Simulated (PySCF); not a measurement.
**[C4H9NSSi]+: g tensor and hyperfine couplings**

Compound: C4H9NSSi (charge +1 and doublet state).
Numbering: `[SiH3:1][S+:2][C:3]1=[CH:4][CH2:5][NH:6][CH2:7]1` (hydrogens: H8, H9, H10 on Si1; H11 on C4; H12, H13 on C5; H14 on N6; H15, H16 on C7)

Structure used (GFN2-xTB), in Å, numbered top down from 1:
```
atom  x, y, z in Å
Si1    3.1075   -0.3463    0.5493
S2     1.6400    0.2202   -1.0449
C3     0.0877    0.1491   -0.3206
C4    -0.2804   -0.2190    0.9318
C5    -1.7475   -0.1161    1.0809
N6    -2.2007    0.4249   -0.1544
C7    -1.1369    0.5279   -1.1048
H8     2.7085   -1.7084    0.8789
H9     2.8292    0.6259    1.5979
H10    4.3411   -0.1833   -0.1936
H11    0.3622   -0.5388    1.7305
H12   -2.0234    0.5350    1.9263
H13   -2.2029   -1.0924    1.3152
H14   -3.1534    0.3109   -0.4578
H15   -1.2767   -0.1299   -1.9750
H16   -1.0619    1.5490   -1.5036
```

The hyperfine couplings belong to this conformer and change with its torsions.

Method used: UKS B3LYP, pcH-1 on C H N S Si, non-relativistic, mean-field spin-orbit, GIAO (PySCF). The structure is a single GFN2-xTB conformer in the gas phase; no vibrational or solvent corrections. Couplings are sensitive to structure, and on GFN2-xTB geometries they can be far from those on DFT ones, by a factor of two or more for some ions and for spin on atoms past the first row. Stability of the SCF solution: not tested.

| Property | Result |
| --- | --- |
| g1, g2, g3 | 2.00210, 2.00664, 2.01085 |
| g_iso | 2.00653 |
| Form of g | rhombic: the two nearest values differ by 48 % of g3 − g1 |
| ⟨S²⟩ | 0.7543 (exact 0.7500) |
| Total energy | -900.00843 Eh |

Isotropic coupling and dipolar principal values T1 to T3, in MHz:

```csv
atom,isotope,a_iso,of which spin–orbit,T1,T2,T3,Mulliken spin population
Si1,29Si,3.7,0.0,-0.5,0.0,0.5,-0.01
S2,33S,6.8,0.1,-20.0,-19.0,39.0,0.21
C3,13C,-9.2,0.2,-4.3,-2.0,6.3,0.01
C4,13C,18.2,-0.1,-21.9,-21.4,43.3,0.27
C5,13C,-34.5,0.0,-5.0,-3.7,8.7,-0.05
N6,14N,20.5,0.0,-16.2,-16.0,32.2,0.33
C7,13C,-22.4,0.1,-3.1,-1.6,4.7,-0.03
H8,1H,7.4,0.0,-1.2,-0.6,1.8,0.00
H9,1H,6.7,0.0,-1.2,-0.6,1.8,0.00
H10,1H,-0.7,0.0,-0.9,-0.8,1.7,0.00
H11,1H,-17.8,0.0,-9.8,-2.5,12.3,-0.01
H12,1H,223.4,0.0,-5.9,-3.9,9.8,0.09
H13,1H,219.2,0.0,-5.4,-3.4,8.8,0.09
H14,1H,-19.3,0.0,-18.1,-6.2,24.3,-0.01
H15,1H,133.3,0.0,-4.1,-1.6,5.7,0.06
H16,1H,135.8,0.0,-4.5,-2.1,6.6,0.06
```

The Mulliken spin populations are largest on N6 (+0.33), C4 (+0.27), S2 (+0.21) and H13 (+0.09). Three atoms exceed +0.15.

The SMILES `[SiH3][S+]C1=CCNC1` draws the unpaired electron on S2, whose computed spin population is only +0.21.

Axes: g2 points within 14° of the C5–N6 bond and g3 points within 10° of the C4–C5 bond.

Under fast tumbling the dipolar parts average out, and these isotropic splittings remain: 2 × 1H (H12/H13, I = 1/2, 3 lines) with 7.88 mT, 2 × 1H (H15/H16, I = 1/2, 3 lines) with 4.79 mT, 1 × 14N (N6, I = 1, 3 lines) with 0.73 mT, 1 × 1H (H14, I = 1/2, 2 lines) with 0.69 mT, 1 × 1H (H11, I = 1/2, 2 lines) with 0.63 mT and 3 × 1H (H8/H9/H10, I = 1/2, 4 lines) with 0.16 mT.

Nuclei that the bonding pattern makes equivalent are averaged, as if the motion that swaps them (rotation, inversion, ring flip) were fast. The three 1H nuclei of mean +4.5 MHz run from -0.7 to 7.4 MHz in the frozen geometry.

The 33S coupling of S2 (6.8 MHz) shows only in satellite lines or after enrichment, since that isotope makes up about 0.76 % of natural sulfur.

The 13C coupling of C5 (-34.5 MHz) shows only in satellite lines or after enrichment, since that isotope makes up about 1.07 % of natural carbon.

The spin density at the nucleus, in bohr⁻³, is negative for C5 (-0.0306), C7 (-0.0199) and C3 (-0.0084), for instance. A restricted open-shell determinant has no negative spin density anywhere; here it arises because α and β orbitals differ (spin polarisation).

The run took 2.0 min wall on one thread of an x86-64 server, shared host.
